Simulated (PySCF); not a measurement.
**Computed structure and properties of EuOF**

System: EuOF (singlet in the valence; each metal's 4f electrons, 6 of them, lie in its core potential, out of spins and levels); start: template (Cs). Method: PySCF 2.14.0, RKS PBE0, Eu lcecp-1-SVP with ECP52, O def2-SVP, F def2-SVP; non-relativistic Hamiltonian with scalar-relativistic core potentials where named; density fitting; no spin-orbit coupling.

Input of the relaxation:

```python
mol = gto.M(atom='''
Eu     0.05276     0.00000    -0.15149
O      1.73126     0.00000     0.59971
F     -1.88224     0.00000     0.71451''',
    basis={'Eu': 'lcecp-1-SVP', 'O': 'def2-SVP', 'F': 'def2-SVP'},
    ecp={'Eu': 'lcecp-1-SVP'},
    charge=0, spin=0)
mf = dft.RKS(mol, xc='PBE0')
mf.grids.atom_grid = (50, 194)  # f atoms: unpruned, at least (60, 302)
mf = mf.density_fit()  # fitting sets: Eu AutoAux, O def2-universal-JKFIT, F def2-universal-JKFIT
mf.conv_tol = 1e-08; mf.max_cycle = 55
mf.kernel(dm0)  # dm0: converged density of the start geometry
# quasi-Newton relaxation in Cartesian coordinates to a largest gradient under 0.00045 Eh/bohr, steps kept in the point group
```

Run from Python with OMP_NUM_THREADS=2; the lines above give its settings. Where DIIS fails, smearing, a level shift and second-order steps follow.
It took 7.3 s on 2 threads of Arm Neoverse V2, with other jobs on the host, from the converged density of the start.

Course of the relaxation:

```tsv
step	energy above end (eV)	largest force component within the symmetry (eV/Å)
0	0.1926	0.972
1	0.0980	0.543
2	0.0262	0.943
3	0.0063	0.440
4	0.0001	0.084
5	0.0000	0.026
6	0.0000	0.001
```

Relaxed geometry (Cs):

```xyz
3

Eu    0.0362    0.0000   -0.3500
O     1.5439    0.0000    0.7150
F    -1.6784    0.0000    0.7977
```

```json
{"contact": "Eu1–O2 (O)", "Å": "1.846"}
{"contact": "Eu1–F3 (F)", "Å": "2.063"}
```

On the finer grid (75, 302):

```
HOMO                                                          : -6.63 eV
LUMO                                                          : -2.21 eV
Dipole about the centre of mass                               : 7.56 D
Set of Mulliken populations of Eu1 outside the core potential : s 2.11, p 6.20, d 1.69, f 0.11
D3(BJ) dispersion energy (not in the energies)                : -0.027 eV
```

```
atom  Mulliken (e)  Löwdin (e)  spin (e)
 Eu1          0.90        0.71      0.00
  O2         -0.44       -0.38      0.00
  F3         -0.46       -0.33      0.00
```

The 4f levels lie in the core potential and are missing. Their spin isn't counted.

On the grid (50, 194), as all that follows. Harmonic modes: a minimum; lowest 177 cm⁻¹ (negative: unstable), highest 826 cm⁻¹, zero-point energy 0.096 eV.

Rigid scan of O along the line from its metal:

```csv
distance to O2 (Å),energy (eV)
1.55,2.581
1.65,0.983
1.75,0.212
1.85,0.000
1.95,0.158
2.05,0.553
2.15,1.089
2.30,2.024
```

Taking off one F (charge -1, singlet; the rest: singlet) in vacuum, both parts rigid, costs 10.60 eV; the small basis without counterpoise inflates it. Most of it is the attraction of opposite charges; other ways to part are cheaper, and one spin state was tried for the rest.

Rigid scan of F along the line from its metal:

(distance to F3 (Å), energy (eV)): (1.76, 1.323), (1.86, 0.501), (1.96, 0.107), (2.06, 0.000), (2.16, 0.081), (2.26, 0.281), (2.46, 0.870), (2.76, 1.884), (3.16, 3.110), (3.66, 4.242)

One start shape was tried, so this needn't be the lowest isomer.

An lcecp potential fixes the number of 4f electrons, so in runs with it no electron can move into or out of that shell.
